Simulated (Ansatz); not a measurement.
`CBSCC` + HCl → `CBCl` + `CCS`  (ligand exchange at a B–S bond)

Program: Ansatz. Geometries: PBE0-D4/def2-TZVP. ΔE: electronic, gas phase. CCSD(T)/CBS is the MP2 limit (def2-TZVPP, def2-QZVPP) plus CCSD(T) − MP2 in def2-TZVPP, frozen cores. This one scheme is used for every species. One conformer a species, not always the lowest.

`CBSCC`:

Cartesian coordinates in Å:
```
C -0.248 2.203 -1.907
B -0.572 1.137 -0.814
S 0.677 0.008 -0.274
C -0.142 -1.025 0.983
C 0.830 -2.044 1.541
H 0.775 2.177 -2.287
H -0.445 3.207 -1.513
H -0.934 2.083 -2.754
H -1.660 1.057 -0.317
H -0.996 -1.514 0.513
H -0.516 -0.368 1.768
H 1.207 -2.702 0.755
H 1.687 -1.556 2.010
H 0.338 -2.663 2.294
```

HCl:

Cartesian coordinates in Å:
```
Cl 0.067 0.608 0.186
H -0.067 -0.608 -0.186
```

`CBCl`:

Cartesian coordinates in Å:
```
C 0.356 0.196 0.595
B -0.316 -0.226 -0.735
Cl -2.053 -0.395 -0.874
H -0.333 0.403 1.413
H 0.987 1.076 0.422
H 1.052 -0.594 0.906
H 0.306 -0.460 -1.727
```

`CCS`:

Cartesian coordinates in Å:
```
C 0.593 -0.594 -0.472
C -0.098 0.678 -0.031
S -0.839 0.585 1.621
H 1.365 -0.887 0.242
H 1.060 -0.458 -1.452
H -0.118 -1.420 -0.552
H 0.616 1.502 0.046
H -0.862 0.988 -0.747
H -1.716 -0.394 1.346
```

| species | CCSD(T)/CBS(def2) energy (Eh) |
| --- | --- |
| `CBSCC` | -542.18088 |
| HCl | -460.38127 |
| `CBCl` | -525.07110 |
| `CCS` | -477.49091 |

(1) Work out ΔE.

Largest T1 diagnostic among the species: 0.012.

Answers

(1) ΔE = (-525.07110) + (-477.49091) − (-542.18088) − (-460.38127) = 0.00014 Eh = 0.00 eV.

The D4 term adds +0.05 eV with B3LYP and +0.03 eV with PBE0; it sums over pairs of atoms, weighted by their polarisabilities, and B3LYP, whose exchange is more repulsive, gets the larger term. In def2-TZVPP, CCSD(T) changes the Hartree–Fock value by +0.17 eV (the triples alone add +0.03 eV) and MP2 by +0.18 eV.

B3LYP here is the variant with VWN-RPA as its local correlation; programs differ in this.
